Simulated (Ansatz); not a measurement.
C$_{3}$H$_{7}$O, charge -1, singlet, geometry from GFN2-xTB (a gas-phase anion, which may not be bound at this level); MP2/STO-3G in Ansatz (a program for electronic structure).

Input for Ansatz:
Ansatz 0.2 input:
```yaml
crystal:
  periodic: [false, false, false]
  atoms:
    - {symbol: O, position_ang: [-0.02364204, -0.72791359, -0.02410158]}
    - {symbol: C, position_ang: [-0.11695116, 0.72309764, 0.02353500]}
    - {symbol: C, position_ang: [1.27997189, -1.17584587, -0.05346219]}
    - {symbol: C, position_ang: [-1.53793975, 1.16403974, -0.03994654]}
    - {symbol: H, position_ang: [0.53282928, 1.00119920, 0.93898760]}
    - {symbol: H, position_ang: [0.44859738, 1.10785920, -0.85183032]}
    - {symbol: H, position_ang: [1.26753791, -2.27032695, -0.05197351]}
    - {symbol: H, position_ang: [1.82097837, -0.82845799, -0.95497355]}
    - {symbol: H, position_ang: [1.85749247, -0.82621646, 0.82524896]}
    - {symbol: H, position_ang: [-1.97405394, 1.11319354, 0.99190016]}
    - {symbol: H, position_ang: [-1.51473106, 2.25830906, -0.28530416]}
basis:
  gaussian:
    orbitals: STO-3G
total_charge: -1
magnetization: {spin_polarized: false}
correlation: {method: mp2, electrons: outside_noble_gas}
accuracy: high
```

Output, abridged:

```
Functional definition: HF
536 factors; integrals over basis functions are off by at most 3.7e-9 eV
mean field evaluation 1: about -5162.9049 eV, gradient 2.8e1 eV
mean field evaluation 2: about -5163.1952 eV, gradient 2.8e1 eV
mean field evaluation 4: about -5165.9704 eV, gradient 1.9e0 eV
mean field evaluation 8: about -5165.9887 eV, gradient 4.3e-2 eV
mean field -5165.98868933 eV, -189.8465826999 hartree, gradient 1.0e-8 eV, S^2 0.000000; 0 other end points of the search recorded, 0 dependent functions left out
4 core orbitals not correlated
reference -5165.98868933 eV, -189.8465826999 hartree; 13, 13 occupied and 10, 10 virtual orbitals, 536 factors
second order -4.92226324 eV of doubles, -0.00000000 eV of singles
Total energy: -5170.91095257 eV, -190.0274725377 hartree
```
